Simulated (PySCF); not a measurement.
Excitations are Tamm–Dancoff values on a coarser integration grid. The basis has no diffuse functions, so Rydberg states are missing or too high.

Z-matrix (Å, degrees):
```
In
N 1 2.0366
H 2 1.0128 1 115.23
H 2 1.0130 3 107.60 1 129.22
N 1 2.0366 2 120.64 3 -33.09
H 5 1.0129 1 115.22 2 33.11
H 5 1.0130 6 107.60 1 -129.21
N 1 2.0369 2 119.49 3 153.86
H 8 1.0129 1 114.81 2 149.33
H 8 1.0129 9 107.61 1 129.18
```
Charge 0, multiplicity 1.

Q: Estimate the S1–T1 gap (TDA), HOMO, total energy, brightest of the four lowest singlets (TDA) and HOMO–LUMO gap that r2SCAN-D4/def2-TZVP (PySCF) returns for this input.

A: 
- S1–T1 gap (TDA): 0.70 eV
- HOMO: -5.71 eV
- total energy: -358.0716 Ha
- brightest of the four lowest singlets (TDA): 5.88 eV
- HOMO–LUMO gap: 4.46 eV
